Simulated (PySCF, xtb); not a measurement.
C3H8O2Si, SMILES C[C@@H](C=O)[SiH2]O. Other conformers were not sampled.

Harmonic wavenumbers (cm⁻¹) from GFN2-xTB in xtb at its own minimum, in rising order: 52, 91, 170, 200, 218, 264, 283, 335, 508, 550, 604, 657, 723, 791, 804, 897, 907, 954, 1008, 1116, 1140, 1147, 1285, 1398, 1415, 1500, 1506, 1753, 2253, 2325, 2724, 2956, 3010, 3025, 3048, 3672.

Question: What does PySCF 2.14.0 with B3LYP-D3(BJ)/def2-SVP give at its own minimum? (Estimate from the structure and the level; the computed values follow.)

Answer: 54, 69, 164, 173, 196, 234, 264, 346, 538, 580, 676, 730, 767, 852, 907, 942, 980, 984, 1014, 1086, 1138, 1182, 1292, 1396, 1417, 1472, 1478, 1829, 2199, 2233, 2844, 3028, 3050, 3101, 3135, 3878. Paired by order, the mean absolute difference is 46 cm⁻¹ and the zero-point energies are 64.7 and 66.1 kcal/mol.
